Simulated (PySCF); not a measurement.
**Thallium: a sound run and one with changed settings**

Sound run: Tl(2+) [Xe] 4f14 5d10 6s1, Tl(3+) [Xe] 4f14 5d10. Computed with PySCF 2.14 in cc-pVTZ-PP with ECP60MDF (5s4p3d1f, 39 functions), with scalar relativity through the core potential. The sound run starts from symmetry-adapted Hartree-Fock orbitals and uses a fine grid where one is needed.

A second run was set up differently.

```
species  method  sound run (hartree)  changed run (hartree)  converged
 Tl(2+)     UHF           -170.65614             -170.65614        yes
 Tl(2+)  r2SCAN           -171.62928             -172.08744        yes
 Tl(2+)     PBE           -171.58180             -172.02443        yes
 Tl(3+)     UHF           -169.62139             -169.62139        yes
 Tl(3+)  r2SCAN           -170.52237             -171.12033        yes
 Tl(3+)     PBE           -170.46815             -171.01237        yes
```

Ionisation energy of Tl(2+):

```
method  sound run (eV)  changed run (eV)
   UHF          28.157            28.157
r2SCAN          30.121            26.317
   PBE          30.304            27.540
```

Question: What was changed?
A. radial grid too coarse
B. level shift left on
C. too few SCF iterations
D. minimal basis

Answer: A. It used radial step 0.8 in ln r (0.13 in the sound run). A coarse radial grid mis-integrates the density and the exchange-correlation energy, with errors of either sign; Hartree-Fock needs no grid.
